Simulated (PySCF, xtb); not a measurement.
C3H7ClSi, SMILES Cl[SiH2]/C=C/C. Other conformers were not sampled.

Harmonic wavenumbers (cm⁻¹) from GFN2-xTB (xtb) at its own minimum, in rising order: 30, 101, 161, 192, 240, 389, 480, 507, 572, 683, 716, 775, 798, 989, 1004, 1034, 1102, 1244, 1304, 1397, 1472, 1479, 1685, 2245, 2276, 2996, 3011, 3017, 3037, 3052.

What does PySCF with PBE0-D3(BJ)/def2-SVP give at its own minimum? (Estimate from the structure and the level; the computed values follow.)

63, 117, 194, 201, 267, 396, 545, 580, 704, 763, 803, 880, 943, 961, 1013, 1061, 1107, 1241, 1328, 1385, 1446, 1448, 1717, 2244, 2250, 3046, 3125, 3138, 3156, 3168. Paired by order, the mean absolute difference is 52 cm⁻¹ and the zero-point energies are 54.3 and 56.2 kcal/mol.
